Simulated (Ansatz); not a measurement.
Job for Ansatz (a program for electronic structure): U-CCSD(T)/cc-pV(Q+d)Z on Cl (SMILES [Cl]). The basis file is the Basis Set Exchange's JSON of that set.

Ansatz 0.2 input:
```yaml
crystal:
  periodic: [false, false, false]
  atoms:
    - {symbol: Cl, position_ang: [0.00000000, 0.00000000, 0.00000000]}
basis:
  gaussian:
    orbitals: cc-pV_Q+d_Z.json
magnetization: {spin_polarized: true, initial_magnetization: 1}
correlation: {method: ccsd_t, electrons: outside_noble_gas}
scf: {omitted_lower_state_checks: [cluster_reference]}
```

Program output:

```
WARN ansatz: RAYON_NUM_THREADS=1 ignored (pool sized by the plan → 1); use --threads N
Functional definition: HF
these checks for a lower state are left out or cut short: cluster_reference
integrals: 0.05 GiB planned
387 factors; integrals over basis functions are off by at most 1.4e-4 eV
mean field: 0.11 GiB planned
mean field evaluation 1: about -12503.1033 eV, gradient 6.0e0 eV
mean field evaluation 2: about -12503.1054 eV, gradient 6.0e0 eV
mean field evaluation 4: about -12503.3330 eV, gradient 5.9e-1 eV
mean field evaluation 8: about -12503.3370 eV, gradient 4.1e-3 eV
mean field evaluation 16: about -12503.3334 eV, gradient 6.4e-1 eV
mean field evaluation 32: about -12503.3356 eV, gradient 1.6e-1 eV
mean field -12503.33699411 eV, -459.4891594675 hartree, gradient 3.6e-6 eV, S^2 0.760526; 3 other end points of the search recorded, 0 dependent functions left out
5 core orbitals not correlated
reference -12503.33699411 eV, -459.4891594675 hartree; 4, 3 occupied and 55, 56 virtual orbitals, 387 factors
second order -4.77547904 eV of doubles, -0.00000000 eV of singles
coupled cluster: 0.15 GiB planned
cycle   1  -5.24110571 eV  change   -4.7e-1 eV  update   4.0e-2
cycle   2  -5.38258334 eV  change   -1.4e-1 eV  update   1.3e-2
cycle   3  -5.38945394 eV  change   -6.9e-3 eV  update   3.0e-3
cycle   4  -5.38926377 eV  change    1.9e-4 eV  update   5.7e-4
cycle   5  -5.38908638 eV  change    1.8e-4 eV  update   1.4e-4
cycle   6  -5.38913113 eV  change   -4.5e-5 eV  update   3.8e-5
cycle   7  -5.38912864 eV  change    2.5e-6 eV  update   9.5e-6
cycle   8  -5.38912794 eV  change    7.0e-7 eV  update   2.6e-6
perturbative correction -0.19826786 eV, -0.0072862094 hartree
Total energy: -12508.92438992 eV, -459.6944924759 hartree
Checks for a lower state left out: cluster_reference
```

Self-consistency was reached.

Cost: around 1.5 core-seconds (rough).
